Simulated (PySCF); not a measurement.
Computed with PBE-D3(BJ)/def2-TZVP // r2SCAN-D4/def2-TZVP run with PySCF. Gas-phase values, no solvent. 

Reference species (SMILES): `[InH2][F]` (neutral, multiplicity 1).

```yaml
HOMO: -7.28 eV
HOMO–LUMO gap: 4.73 eV
```

Changed species: `[InH3]` (0 of 3 H replaced by F; the reference has 1 of 3 H replaced by F).

Problem. Give the shifts of the HOMO and HOMO–LUMO gap.

Solution. the HOMO rises by 0.28 eV, to -7.00 eV; the HOMO–LUMO gap falls by 0.38 eV, to 4.35 eV.
